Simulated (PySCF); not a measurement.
**Ions at one geometry of Pb(NH2)4**

PySCF 2.14.0, RKS PBE0, Pb def2-SVP with ECP60, N def2-SVP, H def2-SVP; non-relativistic Hamiltonian with scalar-relativistic core potentials where named; density fitting; no spin-orbit coupling; singlets restricted, open shells unrestricted. The geometry is relaxed for charge 0, singlet, vacuum:

```xyz
13

Pb    0.0000    0.0000    0.0000
N     1.0669    1.3299    1.3162
H     1.4841    0.7589    2.0544
H     1.8513    1.7353    0.8016
N    -1.0669   -1.3162    1.3299
H    -1.8513   -0.8016    1.7353
H    -1.4841   -2.0544    0.7589
N     1.0669   -1.3299   -1.3162
H     1.8513   -1.7353   -0.8016
H     1.4841   -0.7589   -2.0544
N    -1.0669    1.3162   -1.3299
H    -1.4841    2.0544   -0.7589
H    -1.8513    0.8016   -1.7353
```

Energies count from the relaxed state; an electron taken off or put on is at rest in vacuum. Charges and spins are Mulliken's.

```csv
state,energy (eV),spin squared,charge on Pb1 (e),spin on Pb1 (e),dipole about the centre of mass (D)
"charge 0, singlet, vacuum",0.00,0.00,0.74,0.00,0.00
"charge -1, doublet, vacuum",0.52,0.76,0.50,0.26,0.00
```

Task: What does the state charge +1, doublet, vacuum give?

Result: energy (eV) 8.58, spin squared 0.81, charge on Pb1 (e) 0.80, spin on Pb1 (e) -0.13, dipole about the centre of mass (D) 2.89.

With an electron taken off (doublet) the charges change, summed by element, by Pb +0.06 e, N +0.52 e, H +0.41 e. The vertical ionisation energy is 8.58 eV, against −ε(HOMO) = 6.69 eV of the relaxed state. The level lies 1.9 eV too high, as is usual for semilocal functionals and global hybrids, which keep a self-interaction error.

With an electron put on (doublet) the charges change, summed by element, by Pb -0.24 e, N -0.06 e, H -0.69 e. The vertical electron affinity is -0.52 eV, against −ε(LUMO) = 1.27 eV of the relaxed state. The basis has no diffuse functions, which an added electron needs. The added electron's level lies above zero.

Open shells may have lower solutions than those found.

A frequency check found unstable modes (1, the lowest at -52 cm⁻¹), so the relaxed geometry is probably a saddle point.
